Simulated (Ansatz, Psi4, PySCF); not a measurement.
C4H10AlNO (SMILES C=[CH][Al]([NH2])[O]CC), singlet, at a GFN2-xTB geometry (such geometries of metal compounds can be far from the true shape), atoms displaced at random by about 0.08 Å a coordinate. Base run: PySCF with B3LYP/STO-3G, gradient.

The PySCF input:
```python
from pyscf import gto, scf, dft

mol = gto.Mole()
mol.atom = '''
    Al    0.18789382    0.61387946    0.50875748
    C    -0.15882933    2.19914478    0.13093426
    C    -0.37113810    2.81299046   -1.00512118
    H    -0.04448508    3.12779994    0.72314682
    H    -0.69795332    3.93342539   -1.39093435
    H    -0.62650535    1.88108970   -1.81642380
    O     0.02714958   -0.53195536   -0.52192250
    C    -0.06051889   -1.74523250   -1.37574247
    C     0.02669676   -3.10211773   -0.69886607
    H    -1.14892197   -1.65773282   -1.93627199
    H     0.38577227   -1.63205977   -2.14974471
    H    -0.86675396   -3.08408255    0.16264332
    H    -0.18977132   -3.97977284   -1.26545463
    H     0.91078730   -3.17281527   -0.06741047
    N     0.59761614    0.07031411    2.42087689
    H     0.67320336    0.70254548    2.88128788
    H     0.70482558   -0.77398076    2.64940887
'''
mol.basis = 'sto-3g'
mol.verbose = 4
mol.build()

mf = dft.RKS(mol)
mf.xc = 'b3lyp'
mf.kernel()
g = mf.nuc_grad_method()
grad = g.kernel()
```

Programs used: Ansatz (a quantum-chemistry and plane-wave program), Psi4, PySCF; a row that names a program was run with it.

The coordinate followed is z of atom 12.

The base run was repeated with changes; each row names its change, and settings that it needs were set with it.

| change | dE/dx (Eh/bohr) | net force (Eh/bohr) |
|---|---|---|
| base | 0.051804 | 0.000122 |
| code = psi4 | 0.051791 | 0.000328 |
| grids.level = 1; grid_response = on | 0.051747 | 0.000000 |
| conv_tol = 1e-11 | 0.051804 | 0.000122 |
| finite difference step (bohr) = 1e-3; conv_tol = 1e-11 | 0.051810 | - |
| grids.level = 5; grid_response = on | 0.051806 | 0.000000 |
| grids.level = 1; grid_response = off | 0.051828 | 0.000658 |
| code = ansatz | 0.051806 | 0.000000 |
| finite difference step (bohr) = 0.01; conv_tol = 1e-11 | 0.051808 | - |
| grids.level = 5; grid_response = off | 0.051806 | 0.000013 |
| finite difference step (bohr) = 1e-4; conv_tol = 1e-11 | 0.051810 | - |
| grids.level = 0; grid_response = off | 0.052241 | 0.008212 |

The net force is zero for an exact gradient.
